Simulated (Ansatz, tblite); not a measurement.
Cost and result up the ladder for Sr₅S₅⁻ (10 atoms). The state is a doublet with charge -1. Geometry: PBE-D4/def2-SVP.

```xyz
10

Sr   -0.174    1.711   -0.898
Sr    0.885   -0.243    1.715
Sr    2.105   -1.389   -1.896
Sr   -2.499    2.020    2.505
Sr   -1.471   -2.148   -1.005
S     0.086    2.603    1.916
S    -0.354   -0.460   -2.928
S    -2.022   -0.108    0.750
S     0.937   -2.827    0.234
S     2.504    0.842   -0.394
```

Ansatz on 4 threads of Intel Xeon on a shared host; xTB runs through tblite on one thread. Times are rough, summed over both states, and most runs start from the orbitals of an earlier one. PBE0-D4/def2-TZVPD serves as the yardstick here, not as an exact answer. The other state is a singlet.

In the def2 sets Sr takes a core potential; there is no spin–orbit coupling. The xTB rows come from tblite. The structure comes from a short search, and lower isomers may exist.

Raw xTB energies of ions are shifted by several eV, and xTB has no spin-polarisation term.

```
             level  functions  wall time  vertical IE (eV)  difference from PBE0-D4/def2-TZVPD (eV)                       remarks
          GFN1-xTB         90     0.23 s              6.57                                     5.21                             –
          GFN2-xTB         90      1.4 s              7.09                                     5.72                             –
 PBE-D4/def2-TZVPD        395       71 s              1.35                                    -0.01  HOMO above zero (-1 doublet)
PBE0-D4/def2-TZVPD        395    2.7 min              1.36                                     0.00                             –
```
